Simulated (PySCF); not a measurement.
The dipole of `C=C(C)[SiH2][SiH2]P` from its density and from atomic charges.

Coordinates (PBE0-D3(BJ)/def2-SVP, Å) and charges (e) from the PBE0/pcSseg-1 density (PySCF):

```tsv
atom	x	y	z	Mulliken	IAO	Hirshfeld	ESP-fitted
C1	-1.870	1.380	0.325	-0.1021	-0.2996	-0.0956	-0.5481
C2	-1.402	0.127	0.231	-0.5902	-0.2358	-0.0785	+0.1606
C3	-1.542	-0.871	1.344	-0.1971	-0.4107	-0.1171	-0.2660
Si4	-0.490	-0.401	-1.330	+0.3972	+0.4500	+0.2367	+0.1213
Si5	1.828	-0.542	-0.894	+0.1100	+0.2445	+0.1772	+0.3311
P6	2.143	-0.084	1.311	-0.2438	-0.0955	-0.0106	-0.3353
H7	-1.768	2.104	-0.490	+0.1199	+0.1434	+0.0436	+0.1955
H8	-2.384	1.731	1.229	+0.1145	+0.1403	+0.0444	+0.2063
H9	-0.554	-1.202	1.711	+0.1520	+0.1482	+0.0320	+0.0652
H10	-2.069	-1.777	1.003	+0.1328	+0.1484	+0.0453	+0.0916
H11	-2.095	-0.451	2.199	+0.1184	+0.1427	+0.0453	+0.0929
H12	-0.717	0.608	-2.411	-0.0545	-0.0976	-0.0729	-0.0590
H13	-0.988	-1.735	-1.797	-0.0454	-0.1011	-0.0764	-0.0664
H14	2.577	0.402	-1.784	-0.0287	-0.0931	-0.0779	-0.1218
H15	2.352	-1.920	-1.145	-0.0244	-0.0886	-0.0772	-0.0804
H16	3.511	0.303	1.167	+0.0741	+0.0031	-0.0077	+0.1136
H17	1.647	1.251	1.192	+0.0672	+0.0013	-0.0109	+0.0990
```

Form Σ q r in debye for every column and set it beside the full dipole.

The full density gives (-0.26, 0.61, -0.06) D, 0.67 D in size; dipole vectors point from the negative to the positive end.

```
    scheme     μx     μy     μz  size (D)  share of the full size (%)  angle to the full dipole (°)
  Mulliken   0.18  -0.37  -0.90      0.99                         148                           109
       IAO   0.02  -0.48  -0.66      0.82                         123                           118
 Hirshfeld  -0.16  -0.06   0.28      0.33                          49                            92
ESP-fitted  -0.26   0.60  -0.04      0.65                          97                             2
```

Which set comes closest?

Length of the difference vector: ESP-fitted 0.03 D, Hirshfeld 0.75 D, IAO 1.28 D, Mulliken 1.36 D. Closest: ESP-fitted. ESP charges are fitted to the potential around the molecule, whose slowest-falling term is the dipole's. 

What is left for the Hirshfeld atoms' own dipoles?

The shares of the density sum to the whole, so what Σ q r misses lies in dipoles about the nuclei. The atomic dipoles sum to (-0.26, 0.61, -0.06) − (-0.16, -0.06, 0.28) = (-0.10, 0.67, -0.34) D, 0.75 D in size.

With the origin at the mean of the coordinates, (-0.107, -0.063, 0.110) Å, which are the largest single terms, by size, of the IAO dipole along the direction of the full one?

C1 -2.86, H7 +1.85, H8 +1.64, Si5 -1.29, H15 +1.08 D; all 17 atoms together -0.39 D. The single terms depend on the origin, their sum doesn't.

Give the size of the full dipole in other units.

0.67 D = 0.263 au = 0.139 e·Å = 2.23 × 10⁻³⁰ C·m.

The structure is a single PBE0-D3(BJ)/def2-SVP conformer in the gas phase; no vibrational or solvent corrections.

The values belong to the conformer `[CH2:1]=[C:2]([CH3:3])[SiH2:4][SiH2:5][PH2:6]`: C1–C2–Si4–Si5 106°, C2–Si4–Si5–P6 3°, H–P6–Si5–Si4 -158°, H–P6–Si5–Si4 -63°.
